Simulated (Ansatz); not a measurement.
Basis-set extrapolation for C$_{3}$H$_{5}$AlO (`C#C[O][AlH][CH3]`) (PBE0-D4/def2-TZVP geometry, frozen core, Ansatz). Multiplicity 1, RHF reference.

```json
{"": "HF", "def2-TZVPP": "-433.357421", "def2-QZVPP": "-433.373475"}
{"": "MP2 correlation", "def2-TZVPP": "-0.785502", "def2-QZVPP": "-0.840997"}
{"": "CCSD(T) correlation", "def2-TZVPP": "-0.850675", "def2-QZVPP": "not run"}
```

Energies in hartree. Use E(X) = E(∞) + A·exp(−7.88·√X) for Hartree–Fock and E(X) = E(∞) + B·X^(−2.97) for correlation, with X = 3 and 4, and add CCSD(T) minus MP2 of the smaller set to the MP2 limit.

Q: What is the CCSD(T) energy at the basis-set limit?

A: HF limit: -433.373475 + (-0.016054) × 0.13774 = -433.37569. MP2 limit: -0.840997 + (-0.055495) × 0.74074 = -0.88210. Higher-order term: -0.850675 − (-0.785502) = -0.06517. Total: -434.32296 hartree, 301.6 kJ/mol below CCSD(T)/def2-TZVPP.
